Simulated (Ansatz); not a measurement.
Isolated molecules relaxed with PBE0-D4/def2-TZVP in Ansatz; ΔE leaves out vibrations. CBS: MP2 limit from def2 TZ/QZ plus the TZ coupled-cluster correction, frozen cores. Functionals use def2-TZVPP. B3LYP here is the variant with VWN-RPA as its local correlation; programs differ in this. HSE06 is defined as in plane-wave codes. For Ga outer-core shells are correlated without core-valence functions, which leaves a few kJ/mol of doubt a bond. Scalar relativity is left out up to krypton. Each species was taken in one conformer, which may not be the lowest.

Reaction (ligand exchange at a Ga–C bond): `[SiH3]B[CH2][GaH2]` + `CCNC` → `CC[N](C)[GaH2]` + `CB[SiH3]`

Q: Is it downhill or uphill in electronic energy at CCSD(T)/CBS, and by how much? (Estimate.)

A: Ansatz gave: Downhill: ΔE = -24.5 kJ/mol.

Q: What do these levels give: HSE06-D4, ωB97M-V, B3LYP, HF/def2-SVP, CCSD/def2-TZVPP, MP2/def2-QZVPP? (Best estimate.)

A: Ansatz gave: HSE06-D4 -16.5, ωB97M-V -19.8, B3LYP -25.4, HF/def2-SVP -35.6, CCSD/def2-TZVPP -25.2, MP2/def2-QZVPP -24.1 kJ/mol.

Q: What do rigid-rotor, harmonic-oscillator terms from PBE0-D4/def2-TZVP frequencies (298.15 K, 1 bar) make of the CCSD(T)/CBS value? (Estimate.)

A: The calculation gave: ΔZPE = -3.3 kJ/mol, ΔH = -27.9 kJ/mol, ΔS = -8 J/(mol·K), ΔG = -25.6 kJ/mol. Modes under 50 cm⁻¹ make the entropy rough.

Largest T1 diagnostic among the species: 0.014.

At CCSD(T), def2-SVP lies −13.5 kJ/mol from the extrapolated value and def2-TZVPP −0.4 kJ/mol. Leaving LDA and LC-ωPBE aside and taking each functional with its dispersion term where it has one, the values, not all of them listed here, spread over 13.8 kJ/mol, from BLYP-D4 to HSE06-D4. LDA lies −6.7 kJ/mol from PBE without D4. From r2SCAN to r2SCAN0 (25 % exact exchange), in def2-TZVPP and without D4, ΔE moves by +3.6 kJ/mol.
